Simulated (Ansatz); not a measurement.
Program: Ansatz. Geometries: PBE0-D4/def2-TZVP. ΔE: electronic, gas phase. CCSD(T)/CBS adds triple-zeta CCSD(T) − MP2 to the extrapolated MP2 energy (def2 sets, frozen cores). DFT in def2-TZVPP. B3LYP here is the variant with VWN-RPA as its local correlation; programs differ in this. Each species was taken in one conformer, which may not be the lowest.

`C=C=C(O)[SiH3]` → `C=C1[SiH2]C1O`  (isomerisation)

`C=C=C(O)[SiH3]`:

```xyz
11

C     0.760    1.106    1.761
C     0.189    0.698    0.663
C    -0.366    0.249   -0.431
O    -1.167    0.991   -1.265
Si   -0.099   -1.526   -0.970
H     1.755    1.544    1.756
H     0.263    1.024    2.724
H    -1.246    1.883   -0.909
H    -1.404   -2.233   -1.045
H     0.536   -1.557   -2.313
H     0.780   -2.178    0.029
```

`C=C1[SiH2]C1O`:

Cartesian coordinates in Å:
```
C -0.860 1.562 0.052
C -0.221 0.447 -0.284
Si 1.610 0.173 -0.799
C -0.419 -0.918 -0.079
O -0.576 -1.486 1.125
H -0.390 2.532 -0.065
H -1.880 1.538 0.427
H 2.204 -0.420 0.444
H 1.567 -0.999 -1.734
H -0.533 -1.623 -0.891
H -0.503 -0.804 1.804
```

```json
{"level": "PBE-D4", "ΔE (kJ/mol)": "78.6", "difference from CCSD(T)/CBS": "-33.7"}
{"level": "r2SCAN-D4", "ΔE (kJ/mol)": "96.5", "difference from CCSD(T)/CBS": "-15.8"}
{"level": "PBE0-D4", "ΔE (kJ/mol)": "100.0", "difference from CCSD(T)/CBS": "-12.3"}
{"level": "B3LYP-D4", "ΔE (kJ/mol)": "110.4", "difference from CCSD(T)/CBS": "-1.9"}
{"level": "ωB97X-V", "ΔE (kJ/mol)": "137.2", "difference from CCSD(T)/CBS": "24.9"}
{"level": "ωB97M-V", "ΔE (kJ/mol)": "124.3", "difference from CCSD(T)/CBS": "12.0"}
{"level": "B2PLYP", "ΔE (kJ/mol)": "115.1", "difference from CCSD(T)/CBS": "2.8"}
{"level": "PBE", "ΔE (kJ/mol)": "82.2", "difference from CCSD(T)/CBS": "-30.1"}
{"level": "r2SCAN", "ΔE (kJ/mol)": "97.1", "difference from CCSD(T)/CBS": "-15.2"}
{"level": "PBE0", "ΔE (kJ/mol)": "102.9", "difference from CCSD(T)/CBS": "-9.4"}
{"level": "B3LYP", "ΔE (kJ/mol)": "116.3", "difference from CCSD(T)/CBS": "4.0"}
{"level": "HF/def2-TZVPP", "ΔE (kJ/mol)": "190.5", "difference from CCSD(T)/CBS": "78.2"}
{"level": "MP2/def2-TZVPP", "ΔE (kJ/mol)": "111.0", "difference from CCSD(T)/CBS": "-1.3"}
{"level": "SCS-MP2/def2-TZVPP", "ΔE (kJ/mol)": "124.8", "difference from CCSD(T)/CBS": "12.5"}
{"level": "CCSD/def2-TZVPP", "ΔE (kJ/mol)": "130.2", "difference from CCSD(T)/CBS": "17.9"}
{"level": "CCSD(T)/def2-TZVPP", "ΔE (kJ/mol)": "111.0", "difference from CCSD(T)/CBS": "-1.3"}
{"level": "HF/def2-QZVPP", "ΔE (kJ/mol)": "190.8", "difference from CCSD(T)/CBS": "78.5"}
{"level": "MP2/def2-QZVPP", "ΔE (kJ/mol)": "111.9", "difference from CCSD(T)/CBS": "-0.4"}
{"level": "SCS-MP2/def2-QZVPP", "ΔE (kJ/mol)": "126.2", "difference from CCSD(T)/CBS": "13.9"}
{"level": "HF/CBS(def2)", "ΔE (kJ/mol)": "190.8", "difference from CCSD(T)/CBS": "78.5"}
{"level": "MP2/CBS(def2)", "ΔE (kJ/mol)": "112.3", "difference from CCSD(T)/CBS": "0.0"}
{"level": "CCSD/CBS(def2)", "ΔE (kJ/mol)": "131.5", "difference from CCSD(T)/CBS": "19.2"}
{"level": "CCSD(T)/CBS", "ΔE (kJ/mol)": "112.3", "difference from CCSD(T)/CBS": "0"}
```

Largest T1 diagnostic among the species: 0.023, so the coupled-cluster value is less sure than usual.

In def2-TZVPP, CCSD(T) changes the Hartree–Fock value by −79.5 kJ/mol (the triples alone add −19.2 kJ/mol) and MP2 by −79.5 kJ/mol. From PBE to PBE0 (25 % exact exchange), in def2-TZVPP and without D4, ΔE moves by +20.7 kJ/mol.
